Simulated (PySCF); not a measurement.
Bond curve of MoCl⁻

Set-up: basis Mo def2-TZVPPD with ECP28, Cl def2-TZVPPD; scalar-relativistic core potentials; PySCF 2.14. Energies in eV from Mo (4d5 5s1) + Cl⁻ in their ground configurations at the same level. All curves are PBE0. state 1: ⁷Σ⁺ (septet), unpaired electrons σ ↑↑, π ↑↑, δ ↑↑; state 2: Ms = 2 determinant of mixed spin (⟨S²⟩ near 6.5), unpaired electrons π ↑↑, δ ↑↑, a second solution, started from another occupation; state 3: quintet, unpaired electrons σ ↑, π ↑, δ ↑↑, a mixture of terms (⟨Lz²⟩ = 1.3), a second solution, started from another occupation; state 4: Ms = 1 determinant of mixed spin (⟨S²⟩ near 3.6), unpaired electrons π ↑↓, δ ↑↑, a mixture of terms (⟨Lz²⟩ = 2.1), a second solution, started from another occupation.

| R (Å) | state 1 | state 2 | state 3 | state 4 |
| --- | --- | --- | --- | --- |
| 2.170 | -0.757 | -0.6782 | 0.4031 | 0.3325 |
| 2.271 | -1.058 | -0.8613 | 0.2152 | 0.1776 |
| 2.372 | -1.211 | -0.9048 | 0.1547 | 0.1535 |
| 2.447 | -1.261 | -0.8766 | 0.1644 | 0.1914 |
| 2.523 | -1.271 | -0.8137 | 0.2056 | 0.2605 |
| 2.599 | -1.254 | -0.7276 | 0.2681 | 0.3502 |
| 2.700 | -1.203 | -0.5912 | 0.3717 | 0.4879 |
| 2.826 | -1.114 | -0.4049 | 0.5172 | 0.6718 |
| 2.977 | -0.990 | -0.1804 | 0.6961 | 0.8895 |
| 3.179 | -0.826 | 0.0970 | 0.9203 | 1.1541 |

Q: Put a parabola through the three lowest points of the state 1 curve and estimate Re, k and ωe (reduced mass 25.77 u; 1 eV/Å² = 0.16022 mdyn/Å; ωe = 1302.8·√(k/μ) cm⁻¹).

A: Through R = 2.447, 2.523, 2.599 Å the second-order coefficient is 2.34 eV/Å², so Re ≈ 2.513 Å, k ≈ 0.749 mdyn/Å and ωe ≈ 222 cm⁻¹. A polynomial fit of higher order to the unrounded PBE0 energies gives Re = 2.510 Å, k = 0.810 mdyn/Å, ωe = 231 cm⁻¹; anharmonicity and rounding make the difference.

The higher-order fit for each curve: state 1: Re = 2.510 Å, ωe = 231 cm⁻¹, De = 1.27 eV; state 2: Re = 2.362 Å, ωe = 309 cm⁻¹, minimum 0.91 eV below the ground-state fragments; state 3: Re = 2.390 Å, ωe = 276 cm⁻¹, minimum 0.153 eV above the ground-state fragments; state 4: Re = 2.344 Å, ωe = 309 cm⁻¹, minimum 0.150 eV above the ground-state fragments.

The metal atom is held in its measured ground configuration; semilocal functionals can put another filling of s and d lower by some tenths of an eV, and De to that atom would be smaller. ⟨S²⟩ of the unrestricted solution departs from its pure value on part of the curve, where spin states mix. Spin–orbit coupling is left out, which matters for elements this heavy, above all for dissociation energies. For an ion De counts to the pair picked by the measured ionisation energies or electron affinities, which need not be the lowest pair at this level. The highest Kohn–Sham level is positive in this anion. Much of that is self-interaction error, but it also means that the finite basis helps to hold the extra electron. The state is the lowest single determinant that the PBE0 search found; with open d or f shells the true ground state can be another one.
